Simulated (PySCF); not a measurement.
# Computed records: BH3O2Si

Calculation on a computer-drawn molecule: optimised geometry and harmonic frequencies of an isolated molecule of the commonest isotopes, restricted reference for singlets and unrestricted otherwise, frozen core in MP2. Program: PySCF 2.14.0.

BH3O2Si

Start structure:
```xyz
7
BH3O2Si
O     -0.5893     1.6230    -0.8645
B     -0.1432     0.6041    -1.3901
O     -0.0196    -0.6076    -0.8957
Si     0.2203    -2.1005    -0.4158
H     -0.7909     1.5182     0.1451
H      0.0847     0.7445    -2.5919
H     -1.1281    -2.6205    -0.7488
```

Settings of this run: charge 0, multiplicity 1, method HF and basis cc-pV(D+d)Z.

The calculation gives: rotational constants 49.74, 2.727, 2.585 GHz; total energy -465.1945 hartree; convergence status largest gradient component 1.592e-05 hartree/bohr.

Drawn bonds:
```tsv
atom	other atom	order
1	2	1
2	3	1
3	4	1
1	5	1
2	6	1
4	7	1
```

Optimised structure:
```xyz
7
BH3O2Si
O     -0.5235     1.7679    -0.7840
B     -0.1017     0.6272    -1.3610
O     -0.4299    -0.5821    -0.8038
Si    -0.0516    -2.1342    -1.2927
H     -1.0364     1.6134    -0.0026
H      0.5572     0.7062    -2.3583
H     -0.7802    -2.8372    -0.1592
```

Modes:
```tsv
frequency (cm⁻¹)	reduced mass (dalton)
94.23	5.098
185.4	5.748
221.4	1.256
440.8	4.922
676.2	1.22
818.8	3.766
930.9	1.226
1012	1.598
1120	1.588
1193	1.601
1272	2.314
1473	5.53
2114	1.044
2742	1.095
4140	1.066
```
